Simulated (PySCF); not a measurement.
PySCF job for Al(F)(Cl)(Et) (C₂H₅AlClF), SMILES [CH2](C)[Al]([F])[Cl], PBE-D3(BJ)/def2-SVP. Geometry optimised at PBE-D3(BJ)/def2-SVP. The structure was generated by enumeration; whether it is a known compound was not checked. The values are those of a single conformer.

```python
import numpy as np
from pyscf import gto, scf, dft, df
from pyscf.hessian import thermo

mol = gto.M(
    atom='''
    Al    0.21342307   -0.13447916   -0.00000000
    F     1.88220644    0.03711932   -0.00000000
    Cl   -0.51190617   -2.11627817    0.00000000
    C    -0.96616916    1.42075891    0.00000000
    C    -0.27675854    2.79377035    0.00000000
    H    -1.64043731    1.30859041    0.87922449
    H    -1.64043731    1.30859041   -0.87922449
    H     0.37062594    2.93162026   -0.88982108
    H     0.37062595    2.93162026    0.88982108
    H    -1.01476399    3.62328723    0.00000000
    ''',
    basis='def2-SVP',
    charge=0,
    spin=0,
    max_memory=1600,
    verbose=3,
)
mf = dft.RKS(mol, xc='pbe').density_fit(auxbasis='def2-universal-jkfit')
mf.disp = 'd3bj'
mf.grids.level = 3
mf.conv_tol = 1e-11
mf.max_cycle = 100
mf.kernel()

# [left out here: the lines that compute and print the analytic Hessian (its translational invariance restored by hand, since the grid's response is missing), thermochemistry and intensities]
```

Output:

```
converged SCF energy = -880.957670721167

WARN: DFTD3 does not support analytical Hessian, using finite difference


WARN: Mole.unit (angstrom) is changed to Bohr

Mode                                 0                   1                   2
Irrep
Freq [cm^-1]                       18.3841             90.7679            152.1404
Reduced mass [au]                   1.9909              4.7575              1.9639
Force const [Dyne/A]                0.0004              0.0231              0.0268
Char temp [K]                      26.4506            130.5948            218.8962
Normal mode                   x     y     z       x     y     z       x     y     z
       0  Al                 0.00  0.00  0.04   -0.07 -0.00  0.00    0.00 -0.00  0.11
       1   F                 0.00 -0.00  0.05   -0.08  0.09  0.00    0.00  0.00 -0.07
       2  Cl                -0.00  0.00 -0.05    0.04 -0.04 -0.00   -0.00  0.00 -0.04
       3   C                 0.00 -0.00  0.12   -0.02  0.04  0.00   -0.00 -0.00  0.03
       4   C                -0.00  0.00 -0.13    0.14 -0.04 -0.00    0.00 -0.00 -0.04
       5   H                 0.18  0.07  0.27   -0.03  0.11  0.00   -0.11  0.08 -0.05
       6   H                -0.18 -0.07  0.27   -0.03  0.11 -0.00    0.11 -0.08 -0.05
       7   H                -0.19 -0.06 -0.28    0.16 -0.12  0.00    0.28 -0.17  0.14
       8   H                 0.19  0.06 -0.28    0.16 -0.12 -0.00   -0.28  0.17  0.14
       9   H                -0.00 -0.00 -0.03    0.24  0.05 -0.00    0.00 -0.00 -0.43
Mode                                 3                   4                   5
Irrep
Freq [cm^-1]                      182.2139            250.1723            273.9364
Reduced mass [au]                   9.7737              1.7393              5.4131
Force const [Dyne/A]                0.1912              0.0641              0.2393
Char temp [K]                     262.1653            359.9423            394.1336
Normal mode                   x     y     z       x     y     z       x     y     z
       0  Al                -0.05  0.03  0.00    0.00 -0.00  0.11    0.01 -0.05 -0.00
       1   F                -0.04 -0.15 -0.00   -0.00  0.00 -0.05   -0.00  0.08  0.00
       2  Cl                 0.07 -0.02 -0.00   -0.00 -0.00 -0.02   -0.03 -0.08  0.00
       3   C                -0.00  0.09 -0.00    0.00  0.00 -0.08    0.11  0.06  0.00
       4   C                -0.02  0.10 -0.00   -0.00  0.00  0.00   -0.02  0.13  0.00
       5   H                -0.01  0.09 -0.00   -0.15  0.02 -0.19    0.09  0.04 -0.01
       6   H                -0.01  0.09  0.00    0.15 -0.02 -0.19    0.09  0.04  0.01
       7   H                -0.03  0.11 -0.00   -0.28  0.17 -0.18   -0.05  0.21 -0.00
       8   H                -0.03  0.11  0.00    0.28 -0.17 -0.18   -0.05  0.21  0.00
       9   H                -0.04  0.08 -0.00   -0.00  0.00  0.40   -0.13  0.04 -0.00
Mode                                 6                   7                   8
Irrep
Freq [cm^-1]                      477.7877            585.0185            633.3428
Reduced mass [au]                   6.8871              1.3528              6.7341
Force const [Dyne/A]                0.9263              0.2728              1.5915
Char temp [K]                     687.4302            841.7114            911.2393
Normal mode                   x     y     z       x     y     z       x     y     z
       0  Al                 0.04  0.07  0.00    0.00 -0.00  0.05    0.02 -0.14 -0.00
       1   F                 0.09 -0.00 -0.00   -0.00 -0.00 -0.01    0.03  0.01  0.00
       2  Cl                -0.03 -0.08 -0.00    0.00  0.00 -0.01    0.02  0.05  0.00
       3   C                -0.14  0.07 -0.00    0.00  0.00 -0.13   -0.11  0.07  0.00
       4   C                 0.00  0.01 -0.00   -0.00  0.00 -0.00   -0.00  0.05  0.00
       5   H                -0.13  0.10  0.01    0.48 -0.08  0.24   -0.12  0.15  0.00
       6   H                -0.13  0.10 -0.01   -0.48  0.08  0.24   -0.12  0.15 -0.00
       7   H                 0.03 -0.08  0.00    0.14  0.16  0.12    0.02 -0.01  0.00
       8   H                 0.03 -0.08 -0.00   -0.14 -0.16  0.12    0.02 -0.01 -0.00
       9   H                 0.13  0.12  0.00   -0.00  0.00  0.07    0.09  0.13 -0.00
Mode                                 9                  10                  11
Irrep
Freq [cm^-1]                      854.9486            902.5612            935.4598
Reduced mass [au]                  13.3458              1.0970              1.1895
Force const [Dyne/A]                5.7474              0.5265              0.6133
Char temp [K]                    1230.0807           1298.5846           1345.9183
Normal mode                   x     y     z       x     y     z       x     y     z
       0  Al                -0.13 -0.01  0.00    0.00  0.00  0.02   -0.03 -0.00  0.00
       1   F                 0.16  0.02 -0.00   -0.00 -0.00 -0.00    0.02  0.00  0.00
       2  Cl                 0.00  0.01 -0.00   -0.00 -0.00 -0.00    0.00  0.00 -0.00
       3   C                 0.03 -0.00 -0.00   -0.00  0.00 -0.04    0.01 -0.02 -0.00
       4   C                 0.00 -0.03  0.00    0.00 -0.00  0.07   -0.04  0.10  0.00
       5   H                 0.02  0.03 -0.00    0.08 -0.47 -0.03    0.08 -0.44  0.01
       6   H                 0.02  0.03  0.00   -0.08  0.47 -0.03    0.08 -0.44 -0.01
       7   H                -0.02  0.04 -0.01   -0.20 -0.37 -0.14    0.10 -0.23  0.04
       8   H                -0.02  0.04  0.01    0.20  0.37 -0.14    0.10 -0.23 -0.04
       9   H                -0.10 -0.12 -0.00   -0.00 -0.00 -0.26    0.34  0.43 -0.00
Mode                                12                  13                  14
Irrep
Freq [cm^-1]                     1020.6743           1173.7655           1196.0110
Reduced mass [au]                   3.2077              1.5849              1.2737
Force const [Dyne/A]                1.9689              1.2865              1.0734
Char temp [K]                    1468.5230           1688.7872           1720.7936
Normal mode                   x     y     z       x     y     z       x     y     z
       0  Al                 0.01 -0.01  0.00    0.00 -0.01 -0.00   -0.00  0.00 -0.01
       1   F                -0.00  0.00  0.00   -0.01  0.00 -0.00    0.00  0.00  0.00
       2  Cl                 0.00 -0.00 -0.00    0.00  0.00  0.00   -0.00 -0.00  0.00
       3   C                 0.10  0.16  0.00   -0.07  0.14 -0.00    0.00 -0.00 -0.08
       4   C                -0.12 -0.11 -0.00    0.07 -0.05  0.00   -0.00  0.00  0.11
       5   H                 0.11  0.10 -0.00    0.16 -0.42  0.09    0.10  0.50  0.05
       6   H                 0.11  0.10  0.00    0.16 -0.42 -0.09   -0.10 -0.50  0.05
       7   H                -0.05 -0.31  0.03   -0.08  0.15 -0.07   -0.20 -0.23 -0.07
       8   H                -0.05 -0.31 -0.03   -0.08  0.15  0.07    0.20  0.23 -0.07
       9   H                 0.08  0.07  0.00   -0.18 -0.27 -0.00    0.00  0.00 -0.22
Mode                                15                  16                  17
Irrep
Freq [cm^-1]                     1348.8513           1372.4187           1423.2750
Reduced mass [au]                   1.1794              1.1167              1.0403
Force const [Dyne/A]                1.2643              1.2392              1.2416
Char temp [K]                    1940.6967           1974.6049           2047.7758
Normal mode                   x     y     z       x     y     z       x     y     z
       0  Al                 0.00  0.00 -0.00    0.00 -0.00 -0.00   -0.00  0.00  0.00
       1   F                -0.00 -0.00  0.00    0.00 -0.00  0.00    0.00  0.00 -0.00
       2  Cl                -0.00  0.00 -0.00    0.00 -0.00 -0.00    0.00 -0.00  0.00
       3   C                 0.02  0.01 -0.00    0.06  0.05 -0.00    0.02 -0.02  0.00
       4   C                 0.06  0.10  0.00   -0.01 -0.06  0.00    0.04 -0.02  0.00
       5   H                -0.20 -0.06 -0.16   -0.45 -0.17 -0.39    0.01  0.04  0.00
       6   H                -0.20 -0.06  0.16   -0.45 -0.17  0.39    0.01  0.04 -0.00
       7   H                -0.12 -0.43 -0.19    0.03  0.20  0.06   -0.50  0.06 -0.37
       8   H                -0.12 -0.43  0.19    0.03  0.20 -0.06   -0.50  0.06  0.37
       9   H                -0.37 -0.30 -0.00    0.13  0.07 -0.00    0.33  0.26 -0.00
Mode                                18                  19                  20
Irrep
Freq [cm^-1]                     1430.8894           2959.7751           2966.6530
Reduced mass [au]                   1.0339              1.0608              1.0381
Force const [Dyne/A]                1.2472              5.4753              5.3830
Char temp [K]                    2058.7313           4258.4573           4268.3531
Normal mode                   x     y     z       x     y     z       x     y     z
       0  Al                 0.00 -0.00  0.00   -0.00 -0.00 -0.00    0.00 -0.00 -0.00
       1   F                -0.00 -0.00 -0.00    0.00  0.00  0.00   -0.00 -0.00  0.00
       2  Cl                -0.00  0.00 -0.00    0.00  0.00 -0.00   -0.00  0.00 -0.00
       3   C                -0.00  0.00  0.02   -0.07 -0.01 -0.00   -0.01 -0.00 -0.00
       4   C                -0.00  0.00  0.04    0.00 -0.01  0.00    0.01  0.05  0.00
       5   H                -0.02 -0.06 -0.00    0.39  0.06 -0.55    0.04  0.01 -0.06
       6   H                 0.02  0.06 -0.00    0.39  0.06  0.55    0.04  0.01  0.06
       7   H                -0.19  0.46 -0.04    0.02 -0.00 -0.02   -0.30 -0.05  0.42
       8   H                 0.19 -0.46 -0.04    0.02 -0.00  0.02   -0.30 -0.05 -0.42
       9   H                -0.00 -0.00 -0.68   -0.08  0.09  0.00    0.44 -0.47  0.00
Mode                                21                  22                  23
Irrep
Freq [cm^-1]                     3003.2396           3046.1339           3059.4371
Reduced mass [au]                   1.0988              1.1027              1.1029
Force const [Dyne/A]                5.8391              6.0285              6.0822
Char temp [K]                    4320.9931           4382.7085           4401.8488
Normal mode                   x     y     z       x     y     z       x     y     z
       0  Al                 0.00  0.00 -0.00   -0.00 -0.00 -0.00    0.00  0.00 -0.00
       1   F                 0.00 -0.00 -0.00    0.00  0.00 -0.00   -0.00  0.00  0.00
       2  Cl                 0.00 -0.00  0.00    0.00 -0.00 -0.00    0.00  0.00 -0.00
       3   C                 0.00  0.00 -0.09   -0.00  0.00 -0.00    0.00  0.00 -0.01
       4   C                -0.00 -0.00  0.01   -0.08  0.03 -0.00    0.00 -0.00 -0.09
       5   H                -0.41 -0.06  0.52    0.03  0.00 -0.04   -0.07 -0.01  0.08
       6   H                 0.41  0.06  0.52    0.03  0.00  0.04    0.07  0.01  0.08
       7   H                 0.06  0.01 -0.08    0.25  0.06 -0.37   -0.39 -0.07  0.53
       8   H                -0.06 -0.01 -0.08    0.25  0.06  0.37    0.39  0.07  0.53
       9   H                -0.00  0.00  0.00    0.47 -0.52 -0.00   -0.00  0.00 -0.02
temperature 298.1500 [K]
pressure 101325.00 [Pa]
Rotational constants [GHz] 5.08754 1.61633 1.24570
Symmetry number 1
Zero-point energy (ZPE) 0.06688 [Eh]   175598.983 [J/mol]
                           tot       elec      trans        rot        vib
Entropy [J/mol/K]       371.609      0.000    167.424    116.490     87.694
Cv [J/mol/K]             97.119      0.000     12.472     12.472     72.176
Cp [J/mol/K]            105.434      0.000     20.786     12.472     72.176
Internal energy [J/mol]                      3718.434   3718.434 187784.412
Internal energy [Eh]   -880.88331  -880.95767
Enthalpy [J/mol]                             6197.391   3718.434 187784.412
Enthalpy [Eh]          -880.88237
Gibbs free energy [J/mol]                  -43720.196 -31012.989 161638.302
Gibbs free energy [Eh] -880.92457
mode   freq/cm-1   IR/(km/mol)
   1       18.38         0.290
   2       90.77         1.143
   3      152.14        10.333
   4      182.21        16.447
   5      250.17        14.251
   6      273.94         6.919
   7      477.79        43.987
   8      585.02        42.954
   9      633.34       107.246
  10      854.95       102.152
  11      902.56         2.494
  12      935.46        10.132
  13     1020.67        18.542
  14     1173.77         0.203
  15     1196.01         2.532
  16     1348.85         5.300
  17     1372.42         3.295
  18     1423.28         4.232
  19     1430.89         6.888
  20     2959.78        12.401
  21     2966.65        32.024
  22     3003.24         2.399
  23     3046.13        16.160
  24     3059.44        15.747
max |gradient| / (hartree/bohr): 2.566764807770104e-05
APT charges: [ 1.402  -0.587  -0.5477 -0.2682  0.0742 -0.0081 -0.0081 -0.0073 -0.0073
 -0.0425]
```

Self-consistency was reached.
